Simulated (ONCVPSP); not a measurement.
**Transferability test, ONCV potential for I (Z = 53)**

iodine, optimised norm-conserving Vanderbilt (ONCV), made with ONCVPSP 4.0.1 (PBE, fully relativistic). Core [Ar] 3d10 4s2, reference 4p6 4d10 5s2 5p4.75 (charge +0.25). Waves: 5s: rc 1.75 bohr, ncon 4, nbas 8, qcut 3.2 1/bohr, 2 projectors, debl 1.7 Ha; 4p+5p: rc 1.40 bohr, ncon 4, nbas 9, qcut 12.1 1/bohr, 3 projectors, debl 3.6 Ha; 4d: rc 0.95 bohr, ncon 4, nbas 8, qcut 11.2 1/bohr, 2 projectors, debl 1.3 Ha. Local part: polynomial inside 0.90 bohr (lpopt 4, dvloc0 2 Ha). Core correction: Teter function, fcfact 5.25, rcfact 1.7.

Open shells are filled in proportion to 2j + 1.

In the d channel the program set the typed energies aside and used -1.903, 0.250 Ha (j = l + 1/2; the other j can differ).

Energies are relative to the spin-unpolarised reference configuration 4p6 4d10 5s2 5p4.75; without spin polarisation the order of configurations can differ from experiment.

```
valence configuration  charge  ΔE all-electron (eV)  error AE − PS (meV)
     4p6 4d10 5s2 5p5       0                -2.022                 -0.1
     4p6 4d10 5s2 5p4      +1                 9.135                 +0.1
```

What are ΔE and the potential's error for 4p6 4d10 5s2 5p4.5?

ΔE = 2.523 eV all-electron; the error (AE − PS) is +0.1 meV.

What are ΔE and the potential's error for 4p6 4d10 5s2 5p3?

ΔE = 29.011 eV all-electron; the error (AE − PS) is -0.9 meV.

Note: ghosts flagged at negative energy: s at -108.6 eV; no localised positive-energy state flagged. A true bound ghost makes a file unfit for plane-wave use.
